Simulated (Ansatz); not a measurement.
Reaction (ligand exchange at the Si–O bond): `COB(C)O[SiH3]` + `CB(N)O` → `CB(N)O[SiH3]` + `COB(C)O`

Isolated molecules relaxed with PBE0-D4/def2-TZVP in Ansatz; ΔE leaves out vibrations. CCSD(T)/CBS is the MP2 limit (def2-TZVPP, def2-QZVPP) plus CCSD(T) − MP2 in def2-TZVPP, frozen cores. This one scheme is used for every species. DFT in def2-TZVPP. B3LYP here is the variant with VWN-RPA as its local correlation; programs differ in this. Each species was taken in one conformer, which may not be the lowest.

Q: Is it downhill or uphill in electronic energy at CCSD(T)/CBS, and by how much? (Estimate.)

A: Ansatz gave: Nearly level: ΔE = -2.0 kJ/mol.

Q: What do these levels give: PBE-D4, PBE0-D4, B3LYP-D4, ωB97X-V, B2PLYP, PBE, r2SCAN, MP2/def2-TZVPP, CCSD(T)/def2-TZVPP, MP2/def2-QZVPP, HF/CBS(def2), MP2/CBS(def2)? (Estimate.)

A: Ansatz gave: PBE-D4 -2.3, PBE0-D4 -2.2, B3LYP-D4 -2.1, ωB97X-V -2.7, B2PLYP -2.1, PBE -2.1, r2SCAN -2.9, MP2/def2-TZVPP -2.6, CCSD(T)/def2-TZVPP -2.4, MP2/def2-QZVPP -2.3, HF/CBS(def2) -2.0, MP2/CBS(def2) -2.2 kJ/mol.

Largest T1 diagnostic among the species: 0.012.
